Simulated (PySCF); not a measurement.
## How methods differ on the excitation energy of P⁺

P⁺ [Ne] 3s2 3p2 (3P) → P⁺ [Ne] 3s1 3p2 3d1 (high-spin determinant), as a difference of total energies. Computed with PySCF 2.14 in aug-cc-pwCVDZ (6s5p3d, 36 functions), with no relativity, point nucleus. Correlated levels: valence: [Ne] frozen; valence and next inner shell: 1s2 frozen; nothing frozen. The calculations carry no spin-orbit coupling.

```tsv
method	excitation energy (cm⁻¹)
UHF	133910
PBE0	140660
M06-2X	145830
r2SCAN0	139690
BHandHLYP	146160
B3LYP	144110
MP2 (valence)	142050
SCS-MP2 (valence)	144840
MP2 (valence and next inner shell)	143540
SCS-MP2 (valence and next inner shell)	145980
MP2 (all electrons)	143520
SCS-MP2 (all electrons)	145970
```

A first-order spin-orbit estimate (lowest level to lowest level, LS coupling) adds 0.008 eV.

The promoted electron is Rydberg-like, and one or two diffuse shells describe it only roughly, which tends to raise the upper state.

The determinant of the upper state mixes LS terms, which raises its energy above the lowest term, most at the Hartree-Fock and MP2 levels.
